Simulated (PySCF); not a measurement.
## How methods differ on the ionisation energy of Pd²⁺

Pd²⁺ [Kr] 4d8 (3F) → Pd³⁺ [Kr] 4d7 (4F), as a difference of total energies. Computed with PySCF 2.14 in aug-cc-pwCVTZ-PP with ECP28MDF (8s8p7d4f3g, 122 functions), with scalar relativity through the core potential. Correlated levels: valence: 4s2 4p6 frozen; valence and next inner shell: nothing frozen outside the core potential. The calculations carry no spin-orbit coupling.

```csv
method,ionisation energy (eV)
UHF,31.048
LDA,33.336
PBE,33.043
r2SCAN,32.860
M06,32.613
B3LYP,33.041
B97-3,32.903
MP2 (valence),32.772
SCS-MP2 (valence),32.806
SCS-MP2 (valence and next inner shell),32.630
```

**Question.** Estimate what PBE0 gives.

**Answer.** 32.865 eV, closest to r2SCAN among the rows shown.

**Question.** Estimate what MP2 (valence and next inner shell) gives.

**Answer.** 32.742 eV, closest to MP2 (valence) among the rows shown.

The reference lies between the lowest fine-structure levels, while these numbers refer to the centres of the terms.

Errors of the correlated levels include the incompleteness of this basis and the frozen core.

For comparison: 32.93 eV (semi-empirical (NIST evaluation); NIST Atomic Spectra Database, ionization energies).
